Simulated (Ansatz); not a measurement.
Isolated molecules relaxed with PBE0-D4/def2-TZVP in Ansatz; ΔE leaves out vibrations. CCSD(T)/CBS adds triple-zeta CCSD(T) − MP2 to the extrapolated MP2 energy (def2 sets, frozen cores). This one scheme is used for every species. Functionals use def2-TZVPP. One conformer a species, not always the lowest.

Reaction (cleavage of the Si–Si bond): `O[SiH](O)[SiH3]` + `OB(O)[SiH3]` → `OB([SiH3])O[SiH3]` + `O[SiH2]O`

```json
{"level": "PBE0-D4", "ΔE (kJ/mol)": "-92.1", "difference from CCSD(T)/CBS": "18.6"}
{"level": "ωB97X-V", "ΔE (kJ/mol)": "-106.6", "difference from CCSD(T)/CBS": "4.1"}
{"level": "B2PLYP", "ΔE (kJ/mol)": "-112.5", "difference from CCSD(T)/CBS": "-1.8"}
{"level": "HF/def2-TZVPP", "ΔE (kJ/mol)": "-132.4", "difference from CCSD(T)/CBS": "-21.7"}
{"level": "MP2/def2-TZVPP", "ΔE (kJ/mol)": "-119.0", "difference from CCSD(T)/CBS": "-8.3"}
{"level": "SCS-MP2/def2-TZVPP", "ΔE (kJ/mol)": "-122.5", "difference from CCSD(T)/CBS": "-11.8"}
{"level": "CCSD/def2-TZVPP", "ΔE (kJ/mol)": "-113.5", "difference from CCSD(T)/CBS": "-2.8"}
{"level": "CCSD(T)/def2-TZVPP", "ΔE (kJ/mol)": "-110.8", "difference from CCSD(T)/CBS": "-0.1"}
{"level": "HF/def2-QZVPP", "ΔE (kJ/mol)": "-134.5", "difference from CCSD(T)/CBS": "-23.8"}
{"level": "HF/CBS(def2)", "ΔE (kJ/mol)": "-134.8", "difference from CCSD(T)/CBS": "-24.1"}
{"level": "CCSD(T)/CBS", "ΔE (kJ/mol)": "-110.7", "difference from CCSD(T)/CBS": "0"}
```

Largest T1 diagnostic among the species: 0.014.

In def2-TZVPP, CCSD(T) changes the Hartree–Fock value by +21.7 kJ/mol (the triples alone add +2.7 kJ/mol) and MP2 by +13.4 kJ/mol. From PBE to PBE0 (25 % exact exchange), in def2-TZVPP and without D4, ΔE moves by −9.6 kJ/mol.
